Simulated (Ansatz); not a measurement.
The inner images of a band of BrH + Cl4F2W (9 atoms, charge 0, multiplicity 1) are given out of order.

All numbers below come from RKS PBE/def2-SVP (Ansatz 0.2.0).

First end point:

```xyz
9
Properties=species:S:1:pos:R:3
W -0.206 -0.004 -0.357
F -0.073 0.526 1.463
Cl 2.089 0.202 -0.507
Cl -0.507 2.196 -0.956
Cl -2.478 -0.291 -0.019
F 0.049 -1.767 0.248
Cl -0.368 -0.750 -2.522
Br 2.771 1.935 2.838
H 1.471 1.355 2.631
```

Last end point:

```xyz
9
Properties=species:S:1:pos:R:3
W 0.307 0.469 -0.502
F -0.108 -0.389 3.294
Cl 2.411 0.230 -1.457
Cl -0.069 2.359 -1.765
Cl -1.770 0.643 0.484
F 0.679 -1.046 0.546
Cl -0.581 -0.919 -2.128
Br 1.316 1.852 1.336
H 0.564 0.202 3.012
```

Question: Put them in order from the first end to the last, with their energies above the first end.
A.
```xyz
9
Properties=species:S:1:pos:R:3
W -0.120 -0.133 -0.362
F 0.241 0.159 1.480
Cl 2.158 -0.324 -0.699
Cl -0.051 2.134 -0.730
Cl -2.373 -0.042 0.160
F -0.158 -1.970 0.042
Cl -0.567 -0.606 -2.563
Br 2.240 2.658 2.854
H 1.377 1.527 2.638
```
B.
```xyz
9
Properties=species:S:1:pos:R:3
W 0.059 -0.113 -0.288
F 0.543 -0.111 1.566
Cl 2.326 -0.404 -0.630
Cl 0.316 2.096 -0.862
Cl -2.050 0.411 0.498
F -0.212 -1.948 0.024
Cl -0.576 -0.630 -2.428
Br 1.298 2.763 2.477
H 1.043 1.337 2.462
```
C.
```xyz
9
Properties=species:S:1:pos:R:3
W 0.170 0.156 -0.143
F 0.529 -0.348 1.885
Cl 2.447 -0.049 -0.270
Cl 0.226 2.162 -1.325
Cl -1.915 0.646 0.670
F -0.092 -1.699 0.069
Cl -0.388 -0.583 -2.276
Br 0.971 2.344 1.918
H 0.800 0.773 2.292
```
D.
```xyz
9
Properties=species:S:1:pos:R:3
W 0.174 0.526 -0.530
F 0.635 -0.714 3.429
Cl 2.408 0.140 -1.010
Cl 0.146 2.377 -1.902
Cl -2.054 0.827 0.024
F 0.219 -0.958 0.617
Cl -0.450 -0.865 -2.270
Br 0.847 1.950 1.424
H 0.822 0.118 3.039
```
E.
```xyz
9
Properties=species:S:1:pos:R:3
W 0.169 0.421 -0.316
F 0.728 -0.582 2.678
Cl 2.424 -0.022 -0.417
Cl 0.202 2.292 -1.693
Cl -1.992 0.703 0.434
F -0.017 -1.348 0.271
Cl -0.384 -0.586 -2.343
Br 0.798 2.166 1.475
H 0.818 0.358 2.731
```

Answer: A (+0.01 eV), B (+0.20 eV), C (+1.06 eV), E (+0.87 eV), D (+0.58 eV).

Run time: 6.7 min on 4 threads of Intel(R) Xeon(R) Platinum 8259CL CPU @ 2.50GHz (Skylake/Cascade Lake), on a shared host, peak memory 0.37 GiB.
